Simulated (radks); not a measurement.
Results of a calculation; reference values are marked as such.
The lithium ion Li2+ inside a hard spherical wall (all orbitals vanish at R), configuration held at 1s1 and not refilled when levels cross. Code: a radial shooting solver on a logarithmic mesh with Libxc functionals. Model: scalar-relativistic Kohn-Sham, PBEsol, spin-polarised, spherical densities, point nucleus; open shells are filled with parallel spins first. Eigenvalues in eV for spin up, with the zero of energy where the potential of the charges vanishes at infinity; a dash marks a level that is unbound or too diffuse for the functional's potential to be trusted. A positive occupied level is held by the wall or, in an anion where self-interaction has pushed it up, behind a barrier. The pressure on the wall is -dE/dV.

R (bohr)  E (hartree)  kinetic (hartree)    e(1s)  e(2s, empty)  e(2p, empty)  pressure (GPa)
free         -4.45051              4.443  -102.83             -             -               0
20           -4.45051              4.443  -102.83             -             -        < 0.0001
15           -4.45051              4.443  -102.83             -             -        < 0.0001
12           -4.45051              4.443  -102.83             -             -        < 0.0001
10           -4.45051              4.443  -102.83             -             -        < 0.0001
8            -4.45051              4.443  -102.83             -             -        < 0.0001
5            -4.45051              4.443  -102.83             -       -17.489        < 0.0001
3            -4.45044              4.444  -102.83       -11.967       -13.418          0.0830
2.5          -4.44976              4.452  -102.79        -3.092        -8.467            1.35
2            -4.44248              4.510  -102.42        18.884         3.174            21.8
1.5          -4.37274              4.884  -99.611        80.245        34.288             360
